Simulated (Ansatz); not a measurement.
Cost and result for the atomization energy of C2H7NOSi, SMILES `N[Si]1(O)CC1` (12 atoms, 12 bonds).

| atom | x (Å) | y (Å) | z (Å) |
| --- | --- | --- | --- |
| N1 | 0.486 | 1.747 | -0.540 |
| Si2 | 0.446 | 0.074 | -0.210 |
| O3 | 1.885 | -0.621 | -0.573 |
| C4 | -0.996 | -1.023 | -0.323 |
| C5 | -0.606 | -0.532 | 1.144 |
| H6 | 0.648 | 2.092 | -1.472 |
| H7 | -0.093 | 2.373 | -0.007 |
| H8 | 2.661 | -0.140 | -0.276 |
| H9 | -1.953 | -0.655 | -0.684 |
| H10 | -0.880 | -2.089 | -0.493 |
| H11 | -1.345 | 0.096 | 1.634 |
| H12 | -0.254 | -1.323 | 1.800 |

Total charge 0; spin multiplicity 1. Geometry: relaxed with PBE0-D4/def2-TZVP. It is one conformer, not always the lowest. Program: Ansatz. All runs use 4 threads of a server CPU on a shared host. Times are those of one run each, without the atoms' runs, and a repeat can differ threefold. Electronic energies, without spin–orbit coupling; frozen cores. CCSD(T)/CBS adds CCSD(T) − MP2 in def2-TZVPP to the MP2 limit, and its time is that of the two runs behind it. T1 = 0.010. B3LYP takes the VWN-RPA correlation (the form of Gaussian; ORCA's B3LYP/G).

CCSD(T)/CBS is a level of theory with its own doubt, some kJ/mol a heavy atom from the limit and from the frozen cores, so smaller differences don't rank the functionals.

```csv
level,functions,wall time,atomization (kcal/mol),difference from CCSD(T)/CBS,per bond
LDA (SPW92)/def2-TZVPP,264,1.1 s,1261.7,159.8,13.3
revPBE-D4/def2-TZVPP,264,1.6 s,1093.4,-8.5,-0.7
PBE0-D4/def2-TZVPP,264,1.9 s,1101.5,-0.4,0.0
CAM-B3LYP-D4/def2-TZVPP,264,2.3 s,1106.1,4.2,0.3
r2SCANh-D4/def2-TZVPP,264,2.8 s,1094.8,-7.1,-0.6
B3LYP-D4/def2-TZVPP (with forces),264,2.9 s,1099.9,-2.0,-0.2
PBE-QIDH/def2-TZVPP,264,3.4 s,1092.9,-9.0,-0.8
CCSD(T)/def2-SVP,109,3.5 s,1022.7,-79.2,-6.6
B2PLYP/def2-TZVPP,264,4 s,1088.9,-13.0,-1.1
ωB97M-V/def2-TZVPP (with forces),264,6.5 s,1106.1,4.2,0.3
MP2/def2-QZVPP,508,16 s,1108.5,6.6,0.5
CCSD(T)/def2-TZVPP,264,51 s,1070.0,-31.9,-2.7
CCSD(T)/CBS(def2),–,67 s,1101.9,0.0,0.0
```

From r2SCAN to r2SCAN0 (25 % exact exchange), in def2-TZVPP and without D4, the atomization energy moves by −17.0 kcal/mol: exact exchange takes away binding that semilocal exchange gives to molecules. At CCSD(T), def2-SVP lies −79.3 kcal/mol from the extrapolated value and def2-TZVPP −32.0 kcal/mol: correlation converges slowly with the basis, and small sets miss more of it in the bonded molecule than in its fragments. The D4 term adds +9.1 kcal/mol with B3LYP and +4.8 kcal/mol with PBE0; it sums over pairs of atoms, weighted by their polarisabilities, and B3LYP, whose exchange is more repulsive, gets the larger term.
